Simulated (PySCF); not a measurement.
CH₃Cl₂FGe. Atoms are numbered in the order given.

```xyz
8

C     -1.0637    -1.8359     0.0000
Ge     0.0625    -0.2646     0.0000
F      1.7351    -0.7342     0.0000
Cl    -0.2181     0.9550     1.7518
Cl    -0.2181     0.9550    -1.7518
H     -0.8507    -2.4288    -0.9005
H     -2.1171    -1.5235     0.0000
H     -0.8507    -2.4288     0.9005
```
Charge 0, spin multiplicity 1.

Geometry: B3LYP-D3(BJ)/def2-SVP. This is a generated structure with no PubChem entry under its InChIKey; it may be hypothetical.

These are PBE/def2-TZVP (PySCF) values and carry that method's errors.

ESP charges are fitted to the potential on shells at 1.4 to 2.0 van der Waals radii. Atomic charges (e):

```json
[
 {"atom": "C1", "IAO": "-0.70", "Mulliken": "-0.44", "Löwdin": "-0.48", "ESP fit": "___"},
 {"atom": "Ge2", "IAO": "1.18", "Mulliken": "0.79", "Löwdin": "-0.12", "ESP fit": "___"},
 {"atom": "F3", "IAO": "-0.49", "Mulliken": "-0.32", "Löwdin": "-0.11", "ESP fit": "-0.22"},
 {"atom": "Cl4", "IAO": "-0.27", "Mulliken": "-0.26", "Löwdin": "0.14", "ESP fit": "___"},
 {"atom": "Cl5", "IAO": "-0.27", "Mulliken": "-0.26", "Löwdin": "0.14", "ESP fit": "___"},
 {"atom": "H6", "IAO": "0.19", "Mulliken": "0.16", "Löwdin": "0.14", "ESP fit": "0.22"},
 {"atom": "H7", "IAO": "0.19", "Mulliken": "0.16", "Löwdin": "0.14", "ESP fit": "0.19"},
 {"atom": "H8", "IAO": "0.19", "Mulliken": "0.16", "Löwdin": "0.14", "ESP fit": "0.22"}
]
```

Problem. What belongs in the gaps? (The exact figures need the calculation; the answer reports its results.)

Solution. 
- C1, ESP fit: -0.61
- Ge2, ESP fit: 0.44
- Cl4, ESP fit: -0.13
- Cl5, ESP fit: -0.13
